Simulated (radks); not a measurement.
Results of a calculation; reference values are marked as such.
Spherical quantum dot in the effective-mass picture: electrons in a parabolic well V = omega^2 r^2 / 2 with omega = 2.81, all in effective atomic units (hartree* = m*/eps^2 hartree, bohr* = eps/m* bohr), one dielectric constant everywhere. Level of theory: non-relativistic Kohn-Sham, PBE, spin-polarised, spherical densities (a radial shooting solver with Libxc functionals). Levels are named by radial order and angular momentum (1s, 1p, 1d, 2s, ...), and open shells are averaged over m. Results are scaled to m* = 0.243 and eps = 4.5, for which hartree* = 326.5 meV and bohr* = 0.98 nm.

N = 17, configuration 1s2 1p6 1d(up 5, down 4). This is the lowest configuration that the search found. Occupied and some empty levels:

level    occupation  eigenvalue (meV)  <r> (nm)
1s up             1            5967.4    0.8337
1s down           1            5973.8    0.8312
1p up             3            6546.5     1.072
1p down           3            6556.0     1.071
1d up             5            7168.1     1.246
1d down           4            7178.7     1.246
2s up             0            7241.0     1.115
2s down           0            7247.7     1.116
1f up             0            7830.5     1.386
1f down           0            7841.2     1.387
2p up             0            7951.8     1.265
2p down           0            7958.5     1.266

Energy (meV): total 80565.8, kinetic 16071, external 32282, Hartree 36561, exchange-correlation -4348.1.

Electron density:

r (nm)  n(r) (e/nm^3)
0.107          0.8742
0.227          0.9506
0.346           1.076
0.466           1.234
0.586           1.392
0.705           1.510
0.825           1.547
0.944           1.480
1.06            1.312
1.18            1.068
1.30           0.7951
1.42           0.5379
1.54           0.3299
1.66           0.1832
1.78          0.09229
1.90          0.04221
2.02          0.01751
2.14         0.006574
2.26         0.002236
2.38        0.0006878
